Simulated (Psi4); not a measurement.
C4H7, charge -1, singlet, at a GFN2-xTB geometry (a gas-phase anion, which may not be bound at this level); B3LYP/pcseg-2 (Psi4).

Input for Psi4:
```
memory 2 GB

molecule mol {
-1 1
C    -0.017079    0.137684    1.567119
C    -0.002588    0.015899    0.238727
H    -0.019375   -0.900336    2.055516
C     0.003309    1.253666   -0.640106
H    -0.005779    2.152562   -0.023252
H     0.893269    1.292935   -1.287774
H    -0.872859    1.287990   -1.306587
C     0.010311   -1.253978   -0.638358
H     0.006195   -2.152814   -0.015777
H    -0.867325   -1.302457   -1.302631
H     0.902155   -1.297503   -1.283782
}

set {
  basis pcseg-2
  reference rks
}

energy('b3lyp')
print_variables()
```

What does Psi4 print? Leave out banner, timings and long lists.


```
   => Loading Basis Set <=

    Name: PCSEG-2
    Role: ORBITAL
    Keyword: BASIS

         ---------------------------------------------------------
                                   SCF
               by Justin Turney, Rob Parrish, Andy Simmonett
                          and Daniel G. A. Smith
                              RKS Reference
         ---------------------------------------------------------

  ==> Geometry <==

    Molecular point group: c1
    Full point group: C1

    Geometry (in Angstrom), charge = -1, multiplicity = 1:

       Center              X                  Y                   Z               Mass
    ------------   -----------------  -----------------  -----------------  -----------------
         C           -0.016425122115     0.121110815991     1.510093313502    12.000000000000
         C           -0.001934122115    -0.000674184009     0.181701313502    12.000000000000
         H           -0.018721122115    -0.916909184009     1.998490313502     1.007825032230
         C            0.003962877885     1.237092815991    -0.697131686498    12.000000000000
         H           -0.005125122115     2.135988815991    -0.080277686498     1.007825032230
         H            0.893922877885     1.276361815991    -1.344799686498     1.007825032230
         H           -0.872205122115     1.271416815991    -1.363612686498     1.007825032230
         C            0.010964877885    -1.270551184009    -0.695383686498    12.000000000000
         H            0.006848877885    -2.169387184009    -0.072802686498     1.007825032230
         H           -0.866671122115    -1.319030184009    -1.359656686498     1.007825032230
         H            0.902808877885    -1.314076184009    -1.340807686498     1.007825032230

  Running in c1 symmetry.

  Rotational constants: A =      0.31308  B =      0.28999  C =      0.15952 [cm^-1]
  Rotational constants: A =   9385.96386  B =   8693.73848  C =   4782.36397 [MHz]
  Nuclear repulsion =  111.076037940139528

  Charge       = -1
  Multiplicity = 1
  Electrons    = 32
  Nalpha       = 16
  Nbeta        = 16

  ==> Algorithm <==

  SCF Algorithm Type is DF.
  DIIS enabled.
  MOM disabled.
  Fractional occupation disabled.
  Guess Type is SAD.
  Energy threshold   = 1.00e-06
  Density threshold  = 1.00e-06
  Integral threshold = 1.00e-12

  ==> Primary Basis <==

  Basis Set: PCSEG-2
    Blend: PCSEG-2
    Number of shells: 82
    Number of basis functions: 218
    Number of Cartesian functions: 245
[...]
   @DF-RKS iter   6:  -156.62528154307739   -7.72489e-03   1.49405e-04 DIIS/ADIIS
   @DF-RKS iter   7:  -156.62582294062315   -5.41398e-04   2.00778e-05 DIIS
   @DF-RKS iter   8:  -156.62583540878919   -1.24682e-05   3.87900e-06 DIIS
   @DF-RKS iter   9:  -156.62583575507969   -3.46291e-07   1.79100e-06 DIIS
   @DF-RKS iter  10:  -156.62583582906856   -7.39889e-08   5.66404e-07 DIIS
  Energy and wave function converged.

  ==> Post-Iterations <==

   Electrons on quadrature grid:
      Ntotal   =   31.9999782151 ; deviation = -2.178e-05

    Orbital Energies [Eh]
    ---------------------

    Doubly Occupied:

[...]
      16A      0.036886

    Virtual:

[...]
     218A      7.062747

    Final Occupation by Irrep:
              A
    DOCC [    16 ]
    NA   [    16 ]
    NB   [    16 ]

  @DF-RKS Final Energy:  -156.62583582906856

   => Energetics <=

    Nuclear Repulsion Energy =            111.0760379401395284
    One-Electron Energy =                -435.4134117027311959
    Two-Electron Energy =                 187.5203856705802536
    DFT Exchange-Correlation Energy =     -19.8088477370571745
    Empirical Dispersion Energy =           0.0000000000000000
    VV10 Nonlocal Energy =                  0.0000000000000000
    Total Energy =                       -156.6258358290685635

Computation Completed

Properties will be evaluated at   0.000000,   0.000000,   0.000000 [a0]

Properties computed using the SCF density matrix

 Multipole Moments:

 ------------------------------------------------------------------------------------
     Multipole            Electronic (a.u.)      Nuclear  (a.u.)        Total (a.u.)
 ------------------------------------------------------------------------------------

 L = 1.  Multiply by 2.5417464519 to convert [e a0] to [Debye]
 Dipole X            :         -0.0153437            0.0383033            0.0229596
 Dipole Y            :          0.3834016           -0.9708765           -0.5874748
 Dipole Z            :          1.3397704           -3.3406414           -2.0008710
 Magnitude           :                                                    2.0854589

 ------------------------------------------------------------------------------------

  Variable Map:
  ----------------------------------------------------------------------------
[...]
  Array Variable Map:
  ----------------------------------------------------------------------------
[...]
[...]
```
